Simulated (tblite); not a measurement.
C4H11NOSi2.
Cartesian coordinates in Å at the GFN2-xTB level; atoms count from 1:
```xyz
19
C4H11NOSi2 angstrom
C      2.5926    0.3079   -0.8532
C      2.2044   -0.2968    0.4694
O      3.0279   -0.6839    1.2674
Si     0.3305   -0.4262    0.8757
C     -0.7248   -1.2841   -0.4535
C     -2.1121   -0.6347   -0.4294
Si    -1.9251    1.2298   -0.1157
N     -0.3971    1.1387    0.7061
H      3.6636    0.4920   -0.9057
H      2.3082   -0.3874   -1.6412
H      2.0384    1.2306   -1.0069
H      0.1853   -0.9981    2.2188
H     -0.2810   -1.1363   -1.4399
H     -0.8066   -2.3614   -0.3075
H     -2.6563   -0.8609   -1.3467
H     -2.6907   -1.0717    0.3859
H     -2.9658    1.7791    0.7557
H     -1.7832    2.0260   -1.3410
H     -0.0182    1.9465    1.1693
```

Calculated harmonic vibrations of the isolated species, GFN2-xTB (tblite), most abundant isotopes, no scaling. This tight-binding method is rough: wavenumbers can miss measured ones by several per cent, in bad cases by 10 to 20. Modes of hydrogen on silicon can be 10 to 20 % off. One conformer, not necessarily the lowest.

Harmonic wavenumbers (cm⁻¹): 27.3, 57.4, 96.7, 111.9, 134.9, 175.2, 269.1, 329.1, 368.6, 411.3, 424.6, 432.4, 487.6, 535.9, 585.3, 628.3, 640.5, 663.2, 689.3, 732.8, 776.5, 792.5, 808.1, 831.3, 913.6, 937.0, 971.0, 1052.2, 1067.4, 1126.6, 1139.3, 1145.0, 1272.5, 1287.3, 1355.0, 1448.0, 1452.2, 1479.5, 1495.5, 1734.8, 2206.7, 2230.2, 2245.3, 2958.8, 2973.1, 2981.8, 2992.6, 3015.8, 3028.6, 3037.0, 3496.8.

A = 2839, B = 843.8, C = 797.1 MHz; mass 145.038 u (most abundant isotopes); point group C1, symmetry number 1.

What is the zero-point energy?

Half the sum of the wavenumbers: 31027 cm⁻¹ = 88.71 kcal/mol.

Entropy at 200 K, 1 bar (ideal gas, RRHO, classical rotation)?

Translation 38.87, rotation 28.32, vibration 22.75: S = 89.9 cal/(mol K).

And Cp and H(200 K) − H(0)?

Cp = 31.37 cal/(mol K), of which vibrations give 23.42 (their classical limit is 51 R = 101.3); H(200 K) − H(0) = 3.95 kcal/mol without the zero-point energy, 2.36 from vibrations.

How do the functions run with temperature in this model?

| T (K) | S (cal/(mol K)) | Cp (cal/(mol K)) | H − H(0) (kcal/mol) | G − H(0) (kcal/mol) | ln q(vib) |
| --- | --- | --- | --- | --- | --- |
| 100 | 72.7 | 19.8 | 1.41 | -5.87 | 2.49 |
| 300 | 104.9 | 43.0 | 7.68 | -23.79 | 8.47 |
| 500 | 131.4 | 61.1 | 18.22 | -47.49 | 14.32 |
| 800 | 164.0 | 77.5 | 39.23 | -92.00 | 22.51 |
| 1000 | 182.1 | 84.5 | 55.46 | -126.66 | 27.49 |

q(vib) and H(0) count from the zero-point level.

What must be added to the electronic energy to get the Gibbs energy at 200 K and 1 bar?

ZPE + [H(200 K) − H(0)] − T·S = 88.71 + 3.95 − 17.99 = 74.67 kcal/mol.

Which modes carry the vibrational entropy at 200 K?

27.3 cm⁻¹: 5.22; 57.4 cm⁻¹: 3.76; 96.7 cm⁻¹: 2.75; 111.9 cm⁻¹: 2.47; 134.9 cm⁻¹: 2.12; 175.2 cm⁻¹: 1.65 cal/(mol K); the other 45 give 4.77 together.

Blend soft modes into free rotors: weight 1/[1 + (100 cm⁻¹/ν̃)⁴] for the oscillator and the rest for a rotor with moment μB/(μ + B), μ = h/(8π²ν), B = 10⁻⁴⁴ kg m². What vibrational entropy results?

20.48 cal/(mol K) in place of 22.75, which changes −T·S at 200 K by +0.45 kcal/mol.

Hindered rotation and anharmonicity are outside this model. Other conformers, if any are populated, would add a mixing term that is left out. The structure is chiral; the term R ln 2 for an equal mix with its mirror image is left out.
